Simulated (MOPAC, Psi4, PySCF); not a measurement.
Intermolecular potential of H2 ··· HCl (SMILES [H][H] and Cl). Monomers: optimised at B3LYP-D3(BJ) (def2-TZVP), held rigid. Orientation: lowest of the rigid-body minima from ten starts at GFN2-xTB. The monomers approach along the line of their centres of mass (distance R); nothing else relaxes.

Computed with: RKS-LDA (SVWN5)/6-31G* = restricted LDA (SVWN5)/6-31G*, spherical d, no counterpoise correction in PySCF; RHF/LANL2DZ = PySCF with restricted Hartree-Fock/LANL2DZ, with its core potentials past Ne, no counterpoise correction; PM3, restricted, heats of formation (MOPAC); CCSD(T)/aug-cc-pVDZ = DF-CCSD(T)/aug-cc-pVDZ, frozen core, counterpoise-corrected in Psi4.

Interaction energies in kcal/mol; the last columns give the difference from CCSD(T):

```tsv
R / Å	RKS-LDA (SVWN5)/6-31G*	RHF/LANL2DZ	PM3	CCSD(T)/aug-cc-pVDZ	RKS-LDA (SVWN5)/6-31G* − CCSD(T)/aug-cc-pVDZ	RHF/LANL2DZ − CCSD(T)/aug-cc-pVDZ	PM3 − CCSD(T)/aug-cc-pVDZ
2.73	5.76	14.74	2.72	13.70	-7.94	1.04	-10.98
2.90	1.63	8.35	0.60	7.50	-5.87	0.85	-6.90
3.14	-0.51	3.91	-2.53	3.22	-3.73	0.69	-5.75
3.30	-0.91	2.41	-3.29	1.83	-2.74	0.59	-5.12
3.48	-0.95	1.43	-2.48	0.97	-1.91	0.47	-3.45
3.69	-0.78	0.80	-1.37	0.47	-1.25	0.33	-1.84
4.02	-0.45	0.34	-0.81	0.17	-0.62	0.17	-0.98
4.29	-0.25	0.18	-0.49	0.09	-0.34	0.09	-0.58
4.78	-0.05	0.09	-0.15	0.05	-0.10	0.03	-0.20
5.48	0.03	0.06	-0.02	0.04	-0.01	0.02	-0.06
6.48	0.03	0.03	0.00	0.02	0.01	0.01	-0.02
7.76	0.01	0.01	0.00	0.01	0.00	0.00	-0.01
```

RKS-LDA (SVWN5)/6-31G* is furthest from CCSD(T)/aug-cc-pVDZ at 2.73 (-7.94 kcal/mol, below); its mean absolute difference over the points is 2.04 kcal/mol.

RHF/LANL2DZ is furthest from CCSD(T)/aug-cc-pVDZ at 2.73 (1.04 kcal/mol, above); its mean absolute difference over the points is 0.36 kcal/mol.

PM3 is furthest from CCSD(T)/aug-cc-pVDZ at 2.73 (-10.98 kcal/mol, below); its mean absolute difference over the points is 2.99 kcal/mol.
